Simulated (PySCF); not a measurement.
Delta-SCF ions had no search for a lower state. Excitations are Tamm–Dancoff values on a coarser integration grid. The basis has no diffuse functions, so Rydberg states are missing or too high.

## C3H9In, SMILES `[CH3][In]([CH3])[CH3]` (charge 0, multiplicity 1)

Calculation: ωB97X-D3(BJ)/def2-TZVP // B3LYP-D3(BJ)/def2-TZVP run with PySCF.

```yaml
HOMO: -9.31 eV
dipole_moment: 0.00 D
HOMO–LUMO gap: 10.12 eV
LUMO: 0.80 eV
S1 excitation (TDA): 5.01 eV
S1 oscillator strength: 0.000
brightest of the four lowest singlets (TDA): 6.77 eV
T1 excitation (TDA): 4.81 eV
S1–T1 gap (TDA): 0.21 eV
vertical ionisation energy (Delta-SCF): 9.13 eV
total_energy: -310.0511 Ha
cost: very roughly 5 core-minutes
```

```xyz
13

C     -1.6522    -1.4159    -0.0895
In     0.0073     0.0038    -0.0003
C      2.0663    -0.7279    -0.0009
C     -0.4070     2.1475     0.0901
H     -2.0931    -1.3931    -1.0883
H     -2.4290    -1.1381     0.6239
H     -1.3197    -2.4320     0.1194
H      2.2057    -1.4500     0.8052
H      2.2725    -1.2389    -0.9433
H      2.7807     0.0850     0.1217
H     -0.4414     2.4607     1.1360
H     -1.3682     2.3819    -0.3667
H      0.3781     2.7170    -0.4072
```
